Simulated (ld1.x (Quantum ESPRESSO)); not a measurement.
How hard is this magnesium RRKJ potential?

ld1.x (Quantum ESPRESSO) 7.5 input, shortened:

```
&input
   title='Mg', zed=12., rel=1, dft='PBESOL', iswitch=3,
   config='[Ne] 3s0 3p0 3d-2'
 /
 &inputp
   pseudotype=2, tm=.false., rho0=0.02, lloc=1,
   nlcc=.true., rcore=0.50
 /
3
2S  1  0   2.00   0.00  0.55  0.55  0.0
3D  3  2  -2.00  -0.20  1.20  1.20  0.0
2P  2  1   6.00   0.00  1.25  1.25  0.0
 &test
   configts(1)='2s2 2p6 3s0 3p0'
 /
```

The pseudo-atom Hamiltonian at the reference potential is diagonalised in spherical Bessel functions j_l(qr) that vanish at 20 bohr, with q² up to the cutoff. All-electron valence levels (Ry): 2s -7.3246, 3s -1.3258, 2p -4.8933, 3p -0.9349.

Problem. How do the lowest levels (Ry) of each channel move with the cutoff, and are there ghosts?

Solution.

```csv
cutoff (Ry),s #1,s #2,s #3,d #1,p #1,p #2,f #1,f #2,Σ f·Δε (mRy)
8,-5.4805,-1.1040,-0.4542,-0.5072,-1.5973,-0.5444,-0.2519,-0.1365,23462.7
25,-6.4109,-1.2185,-0.4828,-0.5143,-2.7265,-0.7344,-0.2519,-0.1365,14826.6
50,-6.4733,-1.2222,-0.4836,-0.5153,-4.2986,-0.8698,-0.2519,-0.1365,5269.4
100,-6.8514,-1.2446,-0.4884,-0.5154,-4.8879,-0.9067,-0.2519,-0.1365,977.2
180,-7.2056,-1.2754,-0.4955,-0.5154,-4.8928,-0.9074,-0.2519,-0.1365,239.4
400,-7.3240,-1.2851,-0.4977,-0.5154,-4.8933,-0.9074,-0.2519,-0.1365,0.0
```

Result: no extra level below or beside the all-electron valence levels (s, d, p, f tested); 10 mRy is reached at over 300 Ry and 1 mRy at over 300 Ry.

Its largest configuration-test error is -1511 meV.
